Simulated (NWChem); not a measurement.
# Total energies of FGe

```
Ge
F 1 1.7654
```
Charge 0, spin multiplicity 2.

All runs are NWChem calculations. Structure: optimised with UB3LYP/def2-SVP, a minimum by its harmonic frequencies.

Basis set: 6-311G** (62 functions).

```csv
method,total energy (Ha)
UHF,-2174.78880
UMP2,-2175.20326
UB2PLYP,-2176.38853
UPBE,-2176.41887
UB3LYP,-2176.87163
UBLYP,-2176.88916
```

Total energies of different functionals aren't comparable as a measure of quality: only differences taken within one method are. 

The Hamiltonian is non-relativistic. The correlated methods keep 10 core orbitals frozen. B3LYP has NWChem's definition, with VWN1-RPA local correlation. The Pople sets run with spherical d functions. This spin state was chosen for the runs; another may lie lower. The structure started from a generated list of species. The unpaired electrons of the parent sit in orbitals of symmetry b1 (C2v labels of the run); other states weren't searched. No SCF solution was tested for a lower state. Open-shell Hartree-Fock references start from PBE0 orbitals.
